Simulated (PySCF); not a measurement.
C2H6BClFN. Atoms are numbered in the order given.

```xyz
12

B     -0.4630    -0.3201     0.0000
F     -1.7973    -0.3843     0.0000
Cl     0.4160    -1.8711     0.0000
N      0.1874     0.9160     0.0000
C     -0.5668     2.1599     0.0000
C      1.6271     1.0943     0.0000
H     -0.3249     2.7662     0.8916
H     -0.3249     2.7662    -0.8916
H     -1.6438     1.9544     0.0000
H      1.9522     1.6608    -0.8913
H      1.9522     1.6608     0.8913
H      2.1339     0.1227     0.0000
```

Geometry optimised at B3LYP-D3(BJ)/def2-SVP. The values are those of a single conformer.

The numbers are results of PBE/def2-TZVP (PySCF), not measurements.

Symmetry labels are those of the subgroup Cs that the program uses (full group Cs).

List the valence orbital energies around the gap with their symmetry. (Estimate from the structure and the level; the computed values follow.)


| orbital | symmetry | energy (eV) |
|---|---|---|
| HOMO−7 | A' | -10.59 |
| HOMO−6 | A" | -9.84 |
| HOMO−5 | A' | -9.80 |
| HOMO−4 | A' | -9.46 |
| HOMO−3 | A' | -8.98 |
| HOMO−2 | A" | -8.02 |
| HOMO−1 | A' | -7.52 |
| HOMO | A" | -6.15 |
| LUMO | A" | -0.11 |
| LUMO+1 | A' | 0.05 |
| LUMO+2 | A' | 1.07 |
| LUMO+3 | A' | 1.21 |
